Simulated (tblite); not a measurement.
Level: GFN2-xTB in tblite, geometry and Hessian alike; calculated harmonic values, unscaled, isolated species. The method is semi-empirical: single wavenumbers can be off by several per cent or more. Modes of hydrogen on phosphorus and silicon can be 10 to 20 % off. One conformer each. Thermal functions are those of the rigid rotor and harmonic oscillator, without mixing of conformers.

Question: Order these by their zero-point energy, highest first (kJ/mol).
A. `CC[C@@H]1C[C@@]1([SiH3])OC(F)F`
B. `CO[Si@@H]1CC=C(C#N)C1`
C. `C[Si]1(C)CC(C#N)=CO1`
D. `C=C1CO[C@@H](C#N)C[SiH2]1`
E. `C(N[Si@H]1[Si@H]([SiH2]C1)P)[SiH3]`

Answer: A (435.8), E (379.5), C (357.2), B (354.1), D (349.2).

```json
{"SMILES": "CC[C@@H]1C[C@@]1([SiH3])OC(F)F", "atoms": "22", "mass (u)": "166.06", "symmetry number": "1", "modes under 300 cm⁻¹": "10", "ZPE (kJ/mol)": "435.8", "S translation (J/(mol K))": "172.6", "S rotation": "127.3", "S vibration": "167.1", "S": "467.0", "Cp": "196.2"}
{"SMILES": "[SiH3]CN[Si@@H]1C[SiH2][Si@@H]1P", "atoms": "22", "mass (u)": "194.99", "symmetry number": "1", "modes under 300 cm⁻¹": "12", "ZPE (kJ/mol)": "379.5", "S translation (J/(mol K))": "174.6", "S rotation": "133.3", "S vibration": "224.9", "S": "532.8", "Cp": "242.1"}
{"SMILES": "C[Si]1(C)CC(C#N)=CO1", "atoms": "18", "mass (u)": "139.05", "symmetry number": "1", "modes under 300 cm⁻¹": "9", "ZPE (kJ/mol)": "357.2", "S translation (J/(mol K))": "170.4", "S rotation": "123.5", "S vibration": "139.8", "S": "433.8", "Cp": "170.5"}
{"SMILES": "CO[Si@@H]1CC=C(C#N)C1", "atoms": "18", "mass (u)": "139.05", "symmetry number": "1", "modes under 300 cm⁻¹": "8", "ZPE (kJ/mol)": "354.1", "S translation (J/(mol K))": "170.4", "S rotation": "124.2", "S vibration": "135.2", "S": "429.8", "Cp": "164.7"}
{"SMILES": "C=C1CO[C@@H](C#N)C[SiH2]1", "atoms": "18", "mass (u)": "139.05", "symmetry number": "1", "modes under 300 cm⁻¹": "7", "ZPE (kJ/mol)": "349.2", "S translation (J/(mol K))": "170.4", "S rotation": "122.3", "S vibration": "107.4", "S": "400.1", "Cp": "162.4"}
```

Entropies and Cp are for 298.15 K and 1 bar.
